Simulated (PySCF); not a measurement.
Computed IR spectrum (relative IR intensity) of a molecule C₄H₆Cl₂. The structure is a stationary point at ωB97X-D3(BJ)/def2-SVP. The values are those of a single conformer. Method: ωB97X-D3(BJ)/def2-SVP (PySCF). Frequencies are harmonic and unscaled.

ν (cm⁻¹): 266 (vw), 366 (vw), 467 (w), 637 (m), 711 (m), 825 (vs), 927 (m), 966 (w), 980 (m), 1048 (w), 1083 (w), 1143 (w), 1232 (vw), 1254 (w), 1298 (m), 1318 (vw), 1368 (w), 1440 (vw), 1462 (w), 1764 (w), 3088 (w), 3153 (vw), 3164 (w), 3181 (w), 3201 (vw), 3266 (w) (against the strongest line: vs over 80 %, s over 45 %, m over 15 %, w over 4 %, vw less)

**Question.** Identify the compound among the candidates.
A. C=CCC(Cl)Cl
B. C[C@H]1CC1(Cl)Cl
C. ClC1(Cl)CCC1
D. CC(C)=C(Cl)Cl

**Answer.** A, C=CCC(Cl)Cl
